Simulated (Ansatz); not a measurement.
`OB[TeH]` + CH₄ → `CB[TeH]` + H₂O  (formal exchange of groups at a B–O bond)

Calculated with Ansatz (gas phase, PBE0-D4/def2-TZVP geometries, no zero-point term in ΔE). CCSD(T)/CBS adds triple-zeta CCSD(T) − MP2 to the extrapolated MP2 energy (def2 sets, frozen cores). This one scheme is used for every species. DFT in def2-TZVPP. def2 core potentials past Kr. For Te outer-core shells are correlated without core-valence functions, which leaves a few kJ/mol of doubt a bond. Each species was taken in one conformer, which may not be the lowest.

`OB[TeH]`:

```xyz
6

O    -0.023   -1.554   -0.430
B    -0.189   -0.217   -0.380
Te    0.567    1.018    1.236
H     0.457   -1.951    0.301
H    -0.781    0.309   -1.272
H    -0.032    2.395    0.545
```

CH₄:

Cartesian coordinates in Å:
```
C 0.000 0.000 0.000
H 0.780 -0.013 -0.761
H -0.448 -0.990 0.077
H -0.765 0.725 -0.277
H 0.434 0.278 0.960
```

`CB[TeH]`:

Z-matrix (Å, degrees):
```
C
B 1 1.554
H 1 1.097 2 109.3
H 1 1.097 2 109.1 3 -114.3
H 1 1.090 2 115.7 3 122.9
Te 2 2.120 1 125.5 3 -123.3
H 2 1.197 1 121.7 3 56.7
H 6 1.661 2 96.0 1 0.1
```

H₂O:

Z-matrix (Å, degrees):
```
O
H 1 0.960
H 1 0.960 2 105.1
```

Q: Is it downhill or uphill in electronic energy at CCSD(T)/CBS, and by how much? (An estimate is asked.)

A: The calculation gave: Uphill: ΔE = +110.7 kJ/mol.

Q: What do these levels give: B97M-V, r2SCANh-D4, BHLYP-D4, CAM-B3LYP-D4, r2SCAN0, HF/def2-QZVPP? (Best estimate.)

A: Computed: B97M-V 118.7, r2SCANh-D4 119.5, BHLYP-D4 122.1, CAM-B3LYP-D4 124.1, r2SCAN0 119.2, HF/def2-QZVPP 127.8 kJ/mol.

Largest T1 diagnostic among the species: 0.013.

In def2-TZVPP, CCSD(T) changes the Hartree–Fock value by −12.7 kJ/mol (the triples alone add −0.7 kJ/mol) and MP2 by −12.4 kJ/mol. Leaving LDA and LC-ωPBE aside and taking each functional with its dispersion term where it has one, the values, not all of them listed here, spread over 11.4 kJ/mol, from revPBE-D4 to CAM-B3LYP-D4. The D4 term adds −3.5 kJ/mol with B3LYP and −2.0 kJ/mol with PBE0; it sums over pairs of atoms, weighted by their polarisabilities, and B3LYP, whose exchange is more repulsive, gets the larger term.

B3LYP here is the variant with VWN-RPA as its local correlation; programs differ in this.
